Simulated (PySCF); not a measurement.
PySCF input:

```python
from pyscf import gto, scf, dft

mol = gto.M(
    atom='''
    B    -0.14346791   -0.36359341    0.24688682
    N    -1.17068986    0.62369187    0.17170936
    N     1.14280199   -0.19444410   -0.27851693
    H    -0.38992760   -1.35714111    0.88020854
    H    -1.98811896    0.43102754   -0.40345489
    H     1.42008951    0.61520055   -0.80804573
    H     1.87051180   -0.87585427   -0.15548910
    ''',
    basis='def2-tzvpd',
    charge=0,
    spin=1,
    verbose=4,
)

mf = dft.UKS(mol, xc='mn15').density_fit(auxbasis='def2-universal-jkfit')
mf.grids.level = 4
mf.conv_tol = 1e-9
mf.max_cycle = 100
mf.max_memory = 1500
mf.kernel()
if not mf.converged:
    mf = mf.newton()
    mf.kernel(mf.make_rdm1())
for _ in range(2):
    mo, _, stable, _ = mf.stability(return_status=True)
    if stable:
        break
    mf.kernel(mf.make_rdm1(mo, mf.mo_occ))
mf.analyze()
```

Task: Predict the final energy.

Result: -136.65368 Eh (MN15/def2-TZVPD).

It need not be the lowest isomer of its formula.
